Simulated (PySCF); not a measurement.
Compound: C6H10BP.
SMILES: `[BH3-][PH2+]c1ccccc1`

Torsions of this conformer, `[BH3-:1][PH2+:2][c:3]1[cH:4][cH:5][cH:6][cH:7][cH:8]1`: B1–P2–C3–C4 -88°.

The closed-shell ground state was solved at several levels (PySCF, density fitting, gas phase, non-relativistic). The structure is a single PBE0-D3(BJ)/def2-SVP conformer in the gas phase; no vibrational or solvent corrections.

| level | basis functions | total energy (Eh) | HOMO (eV) | LUMO (eV) | gap (eV) | dipole (D) |
| --- | --- | --- | --- | --- | --- | --- |
| PBE0/pcSseg-1 | 193 | -600.3397 | -7.70 | -1.17 | 6.53 | 5.00 |
| wB97X-D/pcSseg-1 | 193 | -600.6959 | -9.45 | 0.54 | 9.99 | 5.07 |

(1) Estimate the row for PBE0/def2-SVPD, a basis of 244 functions; the other rows only guide the guess.

(2) Over all these levels, which gives the widest orbital gap and which the narrowest?

(3) How far do the dipole and the HOMO energy spread over the levels?

Answers

(1) Total energy -600.1130 Eh, HOMO -7.67 eV, LUMO -1.18 eV, gap 6.49 eV, dipole 4.87 D.

(2) wB97X-D/pcSseg-1 (range-separated hybrid) has the widest, 9.99 eV, and PBE0/def2-SVPD (global hybrid, 25 % exact exchange) the narrowest, 6.49 eV. Functional and basis both differ between the two, so the spread mixes both effects.

(3) The dipole runs from 4.87 to 5.07 D (mean 4.98 D) and the HOMO from -9.45 to -7.67 eV.

wB97X-D is run here without its empirical dispersion term; that term would change no orbital, density or response property at a fixed geometry.
